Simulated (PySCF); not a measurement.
H$_{7}$FN$_{2}$Si$_{2}$, singlet, geometry from GFN2-xTB. Base run: B3LYP/6-31G in PySCF.

Input for PySCF:
```python
from pyscf import gto, scf, dft, solvent

mol = gto.Mole()
mol.atom = '''
    Si    1.36044165   -0.06392843   -0.94442904
    F     2.33267833   -1.30961787   -0.62546146
    N     0.01566365   -0.29934937    0.09677874
    Si   -1.44647848    0.63409352    0.26577467
    N    -2.16602783    0.49554001    1.82129096
    H     2.11048141    1.12958306   -0.58750320
    H     1.03953555   -0.18381615   -2.35994462
    H     0.00789051   -1.19369514    0.56352394
    H    -2.46624819    0.16529853   -0.67381265
    H    -1.05032982    2.02582251    0.08150237
    H    -2.72737742   -0.30817400    2.04765994
    H    -1.65099223    0.79589654    2.63240071
'''
mol.basis = '6-31g'
mol.verbose = 4
mol.build()

mf = dft.RKS(mol)
mf.xc = 'b3lyp'
mf.kernel()
```

The base run was repeated with changes; each row names its change, and settings that it needs were set with it.

| change | ΔE vs base (kJ/mol) | dipole (D) | HOMO-LUMO gap (eV) |
|---|---|---|---|
| base | 0.00 | 1.56 | 7.11 |
| model = C-PCM; solvent = tetrahydrofuran | -26.23 | 1.73 | 7.10 |
| model = IEF-PCM; solvent = tetrahydrofuran; vdw_scale = 1.4 | -13.52 | 1.72 | 7.04 |
| model = IEF-PCM; solvent = n-hexane | -10.67 | 1.65 | 7.09 |
| model = IEF-PCM; solvent = dimethylsulfoxide | -29.6 | 1.75 | 7.09 |
| model = IEF-PCM; solvent = dichloromethane | -25.32 | 1.73 | 7.09 |
| model = IEF-PCM; solvent = tetrahydrofuran; lebedev_order = 41 | -24.48 | 1.73 | 7.09 |
| model = ddCOSMO; solvent = tetrahydrofuran | -21.23 | 1.66 | 7.15 |
| model = IEF-PCM; solvent = tetrahydrofuran; vdw_scale = 1.0 | -48.2 | 1.72 | 7.20 |
| model = IEF-PCM; solvent = tetrahydrofuran; lebedev_order = 11 | -23.15 | 1.72 | 7.08 |
| model = IEF-PCM; solvent = tetrahydrofuran | -24.34 | 1.73 | 7.09 |
| model = IEF-PCM; solvent = tetrahydrofuran; vdw_scale = 1.1 | -33.8 | 1.73 | 7.13 |

The base is the gas phase, so ΔE is the electrostatic part of solvation at a fixed geometry, without cavity and dispersion terms.
